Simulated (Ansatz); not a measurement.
AlH$_{5}$O$_{4}$Si, SMILES `O[Si](O)(O)[O][AlH2]`, 11 atoms. Charge 0, multiplicity 1. All runs use 4 threads of an AMD EPYC on a shared host. Correlated methods freeze the cores.

(1) Give the basis size and wall time and peak host memory of each of these runs in Ansatz. RKS ωB97M-V/def2-QZVPP energy; RKS ωB97M-V/def2-SVP energy; RKS B3LYP-D4/def2-TZVPP energy and forces; RKS PBE-QIDH (frozen core)/def2-TZVPP energy; RKS LC-ωPBE/def2-TZVPP energy; RHF-MP2/def2-QZVPP energy; RKS PBE0-D4/def2-TZVP frequencies; direct RPA on PBE orbitals/def2-TZVPP energy; RKS PBE0-D4/def2-QZVPP energy; RHF-CCSD(T)/def2-TZVPP energy; RHF-CCSD(T)/def2-SVP energy; RKS PBE0-D4/def2-SVP energy. (An estimate is asked.)

Results:

(1) Computed: Other jobs shared the machine, so times are rough.

```tsv
level	job	functions	wall time	peak host memory (GiB)
RKS PBE0-D4/def2-SVP	energy	117	2.5 s	0.26
RKS LC-ωPBE/def2-TZVPP	energy	278	7 s	0.6
RKS ωB97M-V/def2-SVP	energy	117	8 s	0.39
RKS B3LYP-D4/def2-TZVPP	energy and forces	278	11 s	0.89
direct RPA on PBE orbitals/def2-TZVPP	energy	278	14 s	0.79
RHF-CCSD(T)/def2-SVP	energy	117	16 s	0.62
RKS PBE-QIDH (frozen core)/def2-TZVPP	energy	278	16 s	0.79
RKS PBE0-D4/def2-QZVPP	energy	518	23 s	2.2
RKS ωB97M-V/def2-QZVPP	energy	518	33 s	2.6
RHF-MP2/def2-QZVPP	energy	518	64 s	3.4
RKS PBE0-D4/def2-TZVP	frequencies	228	6 min	0.7
RHF-CCSD(T)/def2-TZVPP	energy	278	8.5 min	7.9
```

B3LYP here is the variant with VWN-RPA as its local correlation; programs differ in this. LC-ωPBE has ω = 0.4 bohr⁻¹.
